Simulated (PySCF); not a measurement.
# Field gradients at the hydrogen positions

Compound: C7H10.
Z-matrix (Å and degrees, PBE0-D3(BJ)/def2-SVP geometry), rows numbered from 1:
```
C 
C   1  1.3388
C   2  1.4729  1  127.62
C   3  1.3506  2  118.35  1  -155.60
C   3  1.4703  2  122.60  1    23.92
C   5  1.3419  3  127.44  2    23.83
C   6  1.4905  5  124.45  3   176.82
H   1  1.0929  2  120.49  3   176.83
H   1  1.0922  2  122.32  3    -1.29
H   2  1.0964  1  117.96  3  -176.12
H   4  1.0930  3  121.31  2    -1.75
H   4  1.0930  3  121.34  2   178.06
H   5  1.0974  3  114.66  2  -160.26
H   6  1.0953  5  119.05  3    -1.54
H   7  1.1034  6  111.18  5   122.46
H   7  1.1001  6  111.87  5     1.47
H   7  1.1034  6  111.06  5  -119.47
```

Level: PBE0/pcSseg-1 (PySCF, non-relativistic); Q(2H) = 0.00286 b; rigid geometry, the same for H and D, with no vibrational averaging.

Task: Rank these positions by the coupling χzz of a deuteron there, largest first.
A. H12 (vinylic hydrogen)
B. H10 (vinylic hydrogen)
C. H15 (methyl hydrogen)

Result: A (206 kHz), B (199 kHz), C (193 kHz).

Task: What are Vzz, η and χzz (234.96 MHz × Q × Vzz) at all hydrogens?

Result: 
```
atom  bonded to  bond length (Å)  Vzz (au)     η  χzz (kHz)
  H8         C1            1.093    0.3074  0.05        207
  H9         C1            1.092    0.3059  0.05        206
 H10         C2            1.096    0.2966  0.08        199
 H11         C4            1.093    0.3068  0.07        206
 H12         C4            1.093    0.3070  0.07        206
 H13         C5            1.097    0.2958  0.09        199
 H14         C6            1.095    0.2963  0.06        199
 H15         C7            1.103    0.2876  0.03        193
 H16         C7            1.100    0.2919  0.03        196
 H17         C7            1.103    0.2874  0.02        193
```

Task: How does χzz go with the bond length over the 10 C–H bonds?

Result: A straight-line fit has a slope of -12.1 kHz for each 0.01 Å, with a correlation coefficient of -0.96, over lengths from 1.092 to 1.103 Å. The longer bonds have the smaller couplings here.

Task: Give the 2H NMR doublet splittings at H11 for a magnetic field along the z, y and x axes of the gradient: 3χ/2, 3χ(1 + η)/4, 3χ(1 − η)/4.

Result: With |χ| = 206.2 kHz and η = 0.071: 309, 166 and 144 kHz, to first order and without motion.

Geometry: PBE0-D3(BJ)/def2-SVP, one conformer, isolated molecule. These gradients aren't converged with respect to the basis.
